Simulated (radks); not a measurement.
Removal energies from the bromine ion Br6+, [Ar] 3d10 4s1, by Delta-SCF beside the eigenvalue of the level emptied. Calculated with a radial shooting solver on a logarithmic mesh with Libxc functionals: scalar-relativistic Kohn-Sham, PBEsol, spin-polarised, spherical densities, finite nucleus; Fermi nuclear charge, rms radius of each element as measured or else 0.836 A^(1/3) + 0.57 fm. Open shells are filled with parallel spins first.

[
 {"removed from": "4s", "final configuration": "[Ar] 3d10", "Delta-SCF (eV)": "104.01", "-eigenvalue (eV)": "96.981"},
 {"removed from": "3d", "final configuration": "[Ar] 3d9 4s1", "Delta-SCF (eV)": "172.02", "-eigenvalue (eV)": "155.91"},
 {"removed from": "3p", "final configuration": "[Ne] 3s2 3p5 3d10 4s1", "Delta-SCF (eV)": "279.18", "-eigenvalue (eV)": "262.89"},
 {"removed from": "3s", "final configuration": "[Ne] 3s1 3p6 3d10 4s1", "Delta-SCF (eV)": "343.86", "-eigenvalue (eV)": "327.37"}
]
